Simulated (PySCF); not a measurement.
Al(F)(NHMe)(OH) (CH₅AlFNO), SMILES C[NH][Al]([OH])[F].

Geometry optimised at r2SCAN-D4/def2-SVP. The structure was generated by enumeration; whether it is a known compound was not checked. One conformer was computed; it need not be the lowest.

Two levels are set side by side: PBE/def2-TZVP (PySCF) and B3LYP/def2-TZVP (PySCF). Same geometry, gas phase. Differences are taken from unrounded values.

```
quantity                     B3LYP    PBE  PBE minus B3LYP
---------------------------  -----  -----  ---------------
orbital gap (eV)              5.96   4.29            -1.67
highest occupied level (eV)  -6.66  -5.52             1.14
lowest empty level (eV)      -0.69  -1.22            -0.53
dipole moment (D)             0.83   0.86             0.03
mean polarisability (bohr³)   45.3   47.8              2.5
```

PBE's occupied levels lie high since its potential decays too fast outside the molecule; exact exchange lowers them and widens the gap. Loosely held outer electrons make PBE densities more polarisable. Differences between two approximate levels are no errors against the true value.

Rough cost on one machine, each run with all the roots and properties that it gave: B3LYP against PBE within a factor of 2.
